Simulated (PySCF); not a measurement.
Al(F)(Br)(OH) (AlBrFHO), SMILES [OH][Al]([F])[Br].

Coordinates come from a r2SCAN-D4/def2-SVP optimisation. One conformer was computed; it need not be the lowest.

All values below come from PySCF with r2SCAN/def2-TZVPD.

Symmetry labels are those of the subgroup Cs that the program uses (full group Cs).

Computed valence orbital energies around the gap with their symmetry:
| orbital | symmetry | energy (eV) |
|---|---|---|
| HOMO−7 | A' | -11.68 |
| HOMO−6 | A' | -10.43 |
| HOMO−5 | A" | -10.39 |
| HOMO−4 | A' | -9.70 |
| HOMO−3 | A' | -8.92 |
| HOMO−2 | A" | -8.69 |
| HOMO−1 | A" | -8.10 |
| HOMO | A' | -7.96 |
| LUMO | A' | -1.69 |
| LUMO+1 | A" | -0.67 |
| LUMO+2 | A' | 0.48 |
| LUMO+3 | A' | 0.97 |
